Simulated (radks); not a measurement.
Values are calculated unless marked as measured or tabulated.
Ce+, configuration [Xe] 4f1.25 5d1.75 (fractional occupations, a model configuration).

Code: a radial shooting solver on a logarithmic mesh with Libxc functionals. Model: Dirac Kohn-Sham, BLYP, spin-unpolarised, spherical densities, point nucleus; open shells fill j = l - 1/2 first.

Energy parts (hartree):
| part | energy |
|---|---|
| total | -8865.7301 |
| kinetic | 9512.8270 |
| electron-nucleus | -21590.1316 |
| Hartree | 3422.4265 |
| exchange-correlation | -210.8521 |

Orbitals (lengths in bohr, moments of r in powers of bohr):
orbital,occ.,eigenvalue (hartree),<r^2>,<r^4>,small-component weight
1s1/2,2,-1478.916,0.0008206,1.775e-06,4.61e-02
2s1/2,2,-236.7487,0.01300,0.0002921,1.00e-02
2p1/2,2,-223.5366,0.009532,0.0001838,1.00e-02
2p3/2,4,-207.1167,0.01079,0.0002292,9.44e-03
3s1/2,2,-51.01134,0.08865,0.01192,3.06e-03
3p1/2,2,-45.41697,0.08354,0.01109,3.01e-03
3p3/2,4,-42.19086,0.09108,0.01311,2.84e-03
3d3/2,4,-32.40801,0.07457,0.01004,2.72e-03
3d5/2,6,-31.71509,0.07671,0.01058,2.67e-03
4s1/2,2,-10.36682,0.4589,0.3066,9.45e-04
4p1/2,2,-8.29076,0.4905,0.3602,8.79e-04
4p3/2,4,-7.59803,0.5321,0.4239,8.24e-04
4d3/2,4,-4.19155,0.6359,0.6597,6.79e-04
4d5/2,6,-4.07048,0.6527,0.6953,6.64e-04
4f5/2,1.25,-0.28833,1.793,10.53,3.29e-04
4f7/2,0,-0.27669,1.851,11.40,3.23e-04
5s1/2,2,-1.59438,2.631,10.25,2.07e-04
5p1/2,2,-1.03560,3.382,17.71,1.63e-04
5p3/2,4,-0.93751,3.732,21.66,1.48e-04
5d3/2,1.75,-0.25484,10.13,191.9,5.80e-05
5d5/2,0,-0.24789,10.54,207.7,5.57e-05
6s1/2,0,-0.27780,19.30,555.7,2.93e-05
6p1/2,0,-0.18213,29.66,1334,1.92e-05
6p3/2,0,-0.17274,32.18,1564,1.80e-05

The highest occupied level is 5d3/2 at -6.934 eV. The configuration is held as typed, so some empty levels lie below it. The density falls to 0.001 e/bohr^3 at r = 4.36 bohr.
